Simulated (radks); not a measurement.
Task: These are the eigenvalues of the occupied orbitals of an atom or ion with whole-number occupations (eV). Method: scalar-relativistic Kohn-Sham, PBE, spin-polarised, spherical densities, point nucleus; computed with a radial shooting solver on a logarithmic mesh with Libxc functionals.

orbital  eigenvalue
1s up     -73908.84
1s down   -73908.81
2s up     -12897.06
2s down   -12896.78
2p up     -11232.23
2p down   -11231.99
3s up     -3028.527
3s down   -3027.015
3p up     -2539.830
3p down   -2538.291
3d up     -1994.008
3d down   -1992.743
4s up     -663.1805
4s down   -660.4590
4p up     -501.9724
4p down   -499.3507
4d up     -302.1491
4d down   -299.5526
5s up     -106.6391
5s down   -104.1719
4f up      -79.9175
4f down    -77.2167
5p up      -63.5780
5p down    -60.9893
5d up      -14.4968
5d down    -11.6820
6s up      -10.1657
6p up       -3.6216

Which element is it, and in what charge state? The configuration may be excited. Open shells, if any, are filled with parallel spins first.

Result: Z = 76, osmium, charge 0: Os in [Xe] 4f12 5d7 6s1 6p2. The list shows which subshells hold electrons but not how many an open one holds; the 1s level, -2716.1 hartree, gives Z - s = 73.7 by -(Z - s)^2/2, which with screening and relativity narrows Z to a few neighbours, and the depths of the outer levels then fix element, charge and occupations together.
